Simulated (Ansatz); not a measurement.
The first iterations of a band of F2GeH2O + H2S (9 atoms, charge 0, multiplicity 1).

These are results of Ansatz, RKS B3LYP/def2-SVP, not measurements.

* movable images: 7
* climbing image: yes
* spring: 5.0 eV/Å²
* optimiser: quadratic models (default)
* start path: through a guess of the saddle point
* force threshold: 0.05 eV/Å
* iteration limit: 60
* end points: relaxed

First end point:

```xyz
9
Properties=species:S:1:pos:R:3
Ge -0.174 0.262 -0.033
H 0.344 0.615 1.348
F 1.059 0.331 -1.244
F -1.343 1.419 -0.584
O -0.945 -1.322 -0.080
H -1.447 -1.478 -0.894
S 1.805 -2.574 1.623
H 0.672 -2.708 0.894
H 1.115 -2.539 2.787
```

Last end point:

```xyz
9
Properties=species:S:1:pos:R:3
Ge 0.149 -0.655 -0.536
H 0.426 -0.262 3.762
F 0.771 0.136 -1.942
F -0.005 0.557 0.686
O -1.510 -1.161 -0.811
H -1.589 -1.836 -1.501
S 1.613 -2.213 0.003
H 0.899 -2.572 1.099
H 0.332 0.011 3.057
```

| iteration | highest image above the first end (eV) | largest band force component (eV/Å) |
| --- | --- | --- |
| 1 | 15.299 | 94.817 |
| 2 | 3.008 | 15.273 |
| 3 | 2.832 | 10.240 |
| 4 | 2.484 | 3.778 |
| 5 | 1.878 | 2.207 |
| 6 | 1.669 | 1.047 |
| 7 | 1.512 | 1.421 |
| 8 | 1.706 | 1.683 |
| 9 | 1.710 | 0.977 |

Problem. Does the band converge within its limit, and where does its top end?

Solution. The run converged. It ended after 29 iterations with the highest image 2.244 eV above the first end. The profile has 2 maxima (images 1, 4) with wells between them (image 2): this band takes more than one step, which may be the mechanism or a detour left from its start path. A structure lower than the first end lies on the path between it and the top, so the climb from that side starts below the end, which may itself be a saddle point or a shallow side well. Neighbouring images differ by up to 2.2 eV, so the band resolves the path poorly. A vibrational analysis at the climbing image gives one clearly imaginary mode, 1316i cm⁻¹: a first-order saddle point. The orbitals stay closed-shell, which can raise the energy where a bond breaks towards radicals; this wasn't checked here.

Run time: 5.1 min on 4 threads of Arm Neoverse V2, on a shared host, peak memory 0.29 GiB.
